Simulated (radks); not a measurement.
Coulomb parameter of the 5d shell of the iridium ion Ir2+ in the model configuration [Xe] 4f14 5d6 6s1, as a second difference U = [E(n + 0.5) + E(n - 0.5) - 2 E(n)] / (0.5)^2 with all orbitals relaxed. "Bare": the charge of the atom changes with n. "Screened": the 6s shell takes up the change at fixed total charge, which measures U(5d,5d) + U(6s,6s) - 2 U(5d,6s). Calculated with a radial shooting solver on a logarithmic mesh with Libxc functionals: scalar-relativistic Kohn-Sham, PBE, spin-unpolarised, spherical densities, finite nucleus; Fermi nuclear charge, rms radius 5.4032 fm.

case	configuration	E - E(n) (eV)
start	[Xe] 4f14 5d6 6s1	0.000
bare +0.5	[Xe] 4f14 5d6.5 6s1	-11.924
bare -0.5	[Xe] 4f14 5d5.5 6s1	14.969
screened +0.5	[Xe] 4f14 5d6.5 6s0.5	-1.896
screened -0.5	[Xe] 4f14 5d5.5 6s1.5	2.192

U(bare) = 12.180 eV, U(screened by 6s) = 1.186 eV, against the Slater integral F0(5d,5d) = 15.573 eV with frozen orbitals.
